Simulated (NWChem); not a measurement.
System: H2Se3; SMILES [SeH][Se][SeH]

The following NWChem deck was run.

```
start job
memory heap 200 mb stack 900 mb global 1100 mb
geometry units angstroms noautoz
  Se     0.000000     0.000000     0.959428
  Se     1.867117    -0.035353    -0.440847
  H      1.983531     1.427597    -0.598200
  Se    -1.867117     0.035353    -0.440847
  H     -1.983531    -1.427597    -0.598200
end
basis spherical
  * library def2-svp
end
dft
  xc b3lyp
  iterations 150
end
tddft
  nroots 6
  notriplet
end
task tddft energy
```

Output (shortened):

```
             Northwest Computational Chemistry Package (NWChem) 7.3.0
             --------------------------------------------------------

 C2  symmetry detected

                             Geometry "geometry" -> ""
                             -------------------------

 Output coordinates in angstroms (scale by  1.889725989 to convert to a.u.)

  No.       Tag          Charge          X              Y              Z
 ---- ---------------- ---------- -------------- -------------- --------------
    1 Se                  34.0000     0.00000000     0.00000000     0.94551881
    2 Se                  34.0000     1.86735014    -0.01947288    -0.45475619
    3 H                    1.0000     1.97131831     1.44441425    -0.61210919
    4 Se                  34.0000    -1.86735014     0.01947288    -0.45475619
    5 H                    1.0000    -1.97131831    -1.44441425    -0.61210919

 Effective nuclear repulsion energy (a.u.)     733.6342845182

      Symmetry information
      --------------------

 Group name             C2
 Group number              4
 Group order               2
 No. of unique centers     3

                                 NWChem DFT Module
                                 -----------------

 Summary of "ao basis" -> "ao basis" (spherical)
 ------------------------------------------------------------------------------
       Tag                 Description            Shells   Functions and Types
 ---------------- ------------------------------  ------  ---------------------
 Se                         def2-svp                12       32   5s4p3d
 H                          def2-svp                 3        5   2s1p

      Symmetry analysis of basis
      --------------------------

        a          55
        b          51

            General Information
            -------------------
          SCF calculation type: DFT
          Wavefunction type:  closed shell.
          No. of atoms     :     5
          No. of electrons :   104
           Alpha electrons :    52
            Beta electrons :    52
          Charge           :     0
          Spin multiplicity:     1
          Use of symmetry is: off; symmetry adaption is: on
          Maximum number of iterations: 150
          AO basis - number of functions:   106
                     number of shells:    42
          Convergence on energy requested:  1.00D-06
          Convergence on density requested:  1.00D-05
          Convergence on gradient requested:  5.00D-04

[...]

                                NWChem TDDFT Module
                                -------------------

            General Information
            -------------------
           No. of orbitals :     212
            Alpha orbitals :     106
             Beta orbitals :     106
        Alpha frozen cores :       0
         Beta frozen cores :       0
     Alpha frozen virtuals :       0
      Beta frozen virtuals :       0
         Spin multiplicity :       1
    Number of AO functions :     106
        Use of symmetry is : off
      Symmetry adaption is : on
         Schwarz screening :  0.10D-07

              XC Information
              --------------
                  B3LYP Method XC Potential
              Hartree-Fock (Exact) Exchange   0.20
                 Slater Exchange Functional   0.80 local
             Becke 1988 Exchange Functional   0.72 non-local
       Lee-Yang-Parr Correlation Functional   0.81
           VWN I RPA Correlation Functional   0.19 local

             TDDFT Information
             -----------------
          Calculation type : TDDFT
         Wavefunction type : Restricted singlets
          No. of electrons :     104
           Alpha electrons :      52
            Beta electrons :      52
              No. of roots :       6
          Max subspacesize :    5200
            Max iterations :     100
               Target root :       1
           Target symmetry : none
      Symmetry restriction : off
                 Algorithm : Optimal
        Davidson threshold :  0.10D-03

    6 smallest eigenvalue differences (eV)
--------------------------------------------------------
  No. Spin  Occ  Vir  Irrep   E(Occ)    E(Vir)   E(Diff)
--------------------------------------------------------
    1    1   52   53 b        -0.245    -0.074     4.645
    2    1   51   53 b        -0.252    -0.074     4.839
    3    1   50   53 a        -0.257    -0.074     4.978
    4    1   52   54 a        -0.245    -0.047     5.375
    5    1   51   54 a        -0.252    -0.047     5.570
    6    1   50   54 b        -0.257    -0.047     5.708
--------------------------------------------------------

  Entering Davidson iterations
  Restricted singlet excited states

  Iter   NTrls   NConv    DeltaV     DeltaE      Time
  ----  ------  ------  ---------  ---------  ---------
    1      6       0     0.22E+00   0.10+100        5.2
    2     18       0     0.37E-01   0.29E-01        8.2
    3     30       0     0.13E-01   0.84E-03        8.1
    4     42       0     0.46E-02   0.11E-03        8.2
    5     54       0     0.17E-02   0.12E-04        8.2
    6     66       4     0.44E-03   0.12E-05        8.2
    7     69       5     0.10E-03   0.59E-07        3.7
    8     70       6     0.50E-04   0.26E-08        2.7
  ----  ------  ------  ---------  ---------  ---------
  Convergence criterion met

  Ground state a       -7205.110989714749 a.u.

  ----------------------------------------------------------------------------
  Root   1 singlet b              0.136868318 a.u.                3.7244 eV
  ----------------------------------------------------------------------------
     Transition Moments    X -0.27703   Y -0.08671   Z -0.00000
     Dipole Oscillator Strength                    0.0076887799
     Electric Quadrupole                           0.0000000033
     Magnetic Dipole                               0.0000005274
     Total Oscillator Strength                     0.0076893106

[...]
```

Level: B3LYP/def2-SVP, full TDDFT. The geometry was optimised at PBE0/def2-SVP. B3LYP is NWChem's, with the RPA form of VWN correlation.
